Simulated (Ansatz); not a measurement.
The cluster Si₃W⁻, relaxed as a doublet with UKS PBE0-D4/def2-SVPD in Ansatz, starting from the GFN1-xTB geometry. Force threshold 0.02 eV/Å.

In the def2 sets W takes a core potential; there is no spin–orbit coupling. The highest occupied level of the charge -1 doublet lies above zero (up to 0.26 eV). By energy differences its removal costs 1.24 eV (vertical, to the charge 0 singlet, at PBE0-D4/def2-TZVPD). Another isomer (doublet) lies 0.05 eV lower at r2SCAN-D4/def2-TZVPD.

Start:

| atom | x (Å) | y (Å) | z (Å) |
| --- | --- | --- | --- |
| W1 | -0.155 | 1.113 | -0.083 |
| Si2 | -1.501 | 0.015 | -1.705 |
| Si3 | 1.679 | -0.502 | 0.145 |
| Si4 | -0.023 | -0.626 | 1.643 |

| step | energy (eV) | largest force component (eV/Å) | SCF passes |
| --- | --- | --- | --- |
| 1 | -25438.7235 | 2.631 | 87 |
| 2 | -25439.2252 | 1.536 | 74 |
| 3 | -25439.4580 | 0.453 | 62 |
| 4 | -25439.5209 | 0.214 | 92 |
| 5 (rejected) | -25439.4851 | 0.367 | 119 |
| 6 | -25439.5247 | 0.020 | 83 |

Force components are those of the run's own axes.

End:

```
atom   x (Å)   y (Å)   z (Å)
  W1  -0.028   1.215   0.070
 Si2  -1.142  -0.205  -1.315
 Si3   1.534  -0.436  -0.213
 Si4  -0.364  -0.575   1.458
```

By distances, no bond broke or formed. The bond that changes most is Si3–Si4, from 2.27 to 2.53 Å (atoms count from 1).

No frequencies were taken in this run, so the end may be a saddle point.

Run time 38 s (4 threads of Arm Neoverse V2 on a shared host).
